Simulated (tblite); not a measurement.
Compound: C₅H₃O₂P.
Numbering: `[O:1]=[C:2]=[P:3][c:4]1[cH:5][cH:6][cH:7][o:8]1` (hydrogens: H9 on C5; H10 on C6; H11 on C7)

The geometry is computed with GFN2-xTB (gas phase).

Task: Give the optimised bond lengths and angles.

Result: 
```
  bond  length (Å)     order
 O1=C2       1.159    double
 C2=P3       1.649    double
 P3–C4       1.807    single
 C4–C5       1.370  aromatic
 C5–C6       1.414  aromatic
 C6–C7       1.360  aromatic
 C7–O8       1.344  aromatic
 C4–O8       1.351  aromatic
 C5–H9       1.071    single
C6–H10       1.071    single
C7–H11       1.072    single
```

Orders are formal, as drawn. A selection of angles:
```
   angle  degrees
O1–C2–P3    173.2
C2–P3–C4     95.8
P3–C4–C5    129.2
P3–C4–O8    120.4
C5–C4–O8    110.4
C4–C5–C6    105.7
C5–C6–C7    106.2
C6–C7–O8    110.8
C4–O8–C7    106.9
```

Dihedral angles: C2–P3–C4–C5 180° (antiperiplanar).

P3 (phosphorus bonded to 2 C) is bent (angle 95.8°). The C–C distances run from 1.360 Å (C6–C7, aromatic) to 1.414 Å (C5–C6, aromatic), a spread of 0.054 Å. The 8 heavy atoms lie in one plane (0.001 Å rms). The 5-membered ring C4–C5–C6–C7–O8 has internal angles of 105.7° to 110.8° (sum 540°, against 540° for a flat polygon); it is planar, 0.00 Å rms from its mean plane, widest ring torsion 0°. The C–O distances run from 1.159 Å (O1=C2, drawn double) to 1.351 Å (C4–O8, aromatic), a spread of 0.192 Å. The 2 C–P bonds span 1.649 Å (C2=P3, drawn double) to 1.807 Å (P3–C4, drawn single), a spread of 0.158 Å.

Point group: Cs (every atom within 0.08 Å of its image). Its GFN2-xTB frequencies are all real (lowest 26 cm⁻¹). The numbers are those of one conformer.
